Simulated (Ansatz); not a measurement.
Molecule: SnH, charge 1, multiplicity 1. SMILES: [SnH+]
Structure (B3LYP-D3(BJ)/def2-TZVP (Ansatz, a program for electronic structure) minimum search):
```xyz
2

Sn     0.0000     0.0000    -0.0346
H      0.0000     0.0000     1.7324
```
Charge +1, spin multiplicity 1.

Quantity: vertical electron affinity (to the doublet state of charge +0; a negative value means that the extra electron is unbound and the number depends on the basis; each state is the SCF solution reached for its spin), in eV. Valence correlation only, unless marked. UHF or UKS for open shells. Spin-orbit coupling is left out. The frozen core is the preceding noble-gas configuration, with the filled d and f shells of earlier blocks. Past Kr the def2 sets carry scalar-relativistic core potentials. CBS marks a two-point X^-3 extrapolation of the correlation energy; Hartree-Fock from the larger set.

| level | program | vertical electron affinity (eV) |
|---|---|---|
| SVWN5/def2-TZVPD | Ansatz | [?] |
| PBE/def2-TZVPD | Ansatz | 7.15 |
| PBE0/def2-TZVPD | Ansatz | 7.21 |
| BHLYP/def2-TZVPD | Ansatz | [?] |
| wB97M-V/def2-TZVPD | Ansatz | [?] |
| wB97X-V/def2-TZVPD | Ansatz | 7.09 |
| wB97X/def2-TZVPD | Ansatz | 7.08 |
| CCSD(T)/CBS(def2-TZVPPD,def2-QZVPPD) | Ansatz | 7.11 |

Problem. Some entries are withheld; supply them.

Solution. 
- SVWN5/def2-TZVPD, vertical electron affinity (eV): 7.30
- BHLYP/def2-TZVPD, vertical electron affinity (eV): 7.13
- wB97M-V/def2-TZVPD, vertical electron affinity (eV): 7.14
